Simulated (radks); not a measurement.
Results of a calculation; reference values are marked as such.
Problem. Valence configurations of the mercury ion Hg2+ (all share [Xe]). Code: a radial shooting solver on a logarithmic mesh with Libxc functionals. Model: scalar-relativistic Kohn-Sham, BLYP, spin-polarised, spherical densities, finite nucleus; open shells are filled with parallel spins first (spin-orbit coupling, left out, can overturn this in heavy ions); Fermi nuclear charge, rms radius 5.4648 fm. Order these by energy: 4f14 5d8 6p2; 4f14 5d10; 4f13.5 5d10 6s0.5; 4f12 5d10 6p2; 4f12 5d9 6p3; 4f13 5d10 6p1; 4f13 5d8 6s1 6p2; 4f13 5d9 6s2; 4f13 5d9 6p2; 4f14 5d8 6s2.

Solution. From the lowest, in eV above it: 4f14 5d10 0.000; 4f14 5d8 6s2 12.585; 4f14 5d8 6p2 30.857; 4f13.5 5d10 6s0.5 47.446; 4f13 5d9 6s2 106.97; 4f13 5d10 6p1 107.50; 4f13 5d9 6p2 125.72; 4f13 5d8 6s1 6p2 135.32; 4f12 5d10 6p2 230.67; 4f12 5d9 6p3 252.99. NIST lists [Xe] 4f14 5d10 as the ground configuration; this level of theory agrees among the configurations tried. The energies are those of spherical high-spin densities, not of single terms.
